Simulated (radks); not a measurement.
The numbers below are computed, except where a source is named.
Species: Sn I. Configuration: [Kr] 4d10 5s2 5p2. Code: a radial shooting solver on a logarithmic mesh with Libxc functionals. Model: scalar-relativistic Kohn-Sham, LDA (Slater exchange, Perdew-Wang correlation), spin-polarised, spherical densities, point nucleus; open shells are filled with parallel spins first (spin-orbit coupling, left out, can overturn this in heavy ions).

Unscreened Slater integrals over Kohn-Sham orbitals (eV). They are taken over the spin-up orbitals.

| integral | value |
|---|---|
| F0(5p,5p) | 7.7428 |
| F2(5p,5p) | 4.0371 |
| F0(5p,5s) | 8.7265 |
| G1(5p,5s) | 5.4221 |
| F0(5p,4d) | 9.9599 |
| F2(5p,4d) | 2.3793 |
| G1(5p,4d) | 0.82449 |
| G3(5p,4d) | 0.70131 |
| F0(5p,4p) | 10.121 |
| F2(5p,4p) | 1.8380 |
| G0(5p,4p) | 0.32672 |
| G2(5p,4p) | 0.41010 |
| F0(5s,5s) | 10.280 |
| F0(5s,4d) | 12.715 |
| G2(5s,4d) | 1.7206 |
| F0(5s,4p) | 13.041 |
| G1(5s,4p) | 0.78459 |
| F0(4d,4d) | 22.364 |
| F2(4d,4d) | 11.139 |
| F4(4d,4d) | 7.3078 |
| F0(4d,4p) | 24.609 |
| F2(4d,4p) | 12.254 |
| G1(4d,4p) | 15.533 |
| G3(4d,4p) | 9.5300 |
| F0(4p,4p) | 27.626 |
| F2(4p,4p) | 14.451 |

Derived for the open shells (J is the average intra-shell exchange parameter used in DFT+U). 5p: J = F2/5 = 0.8074 eV.
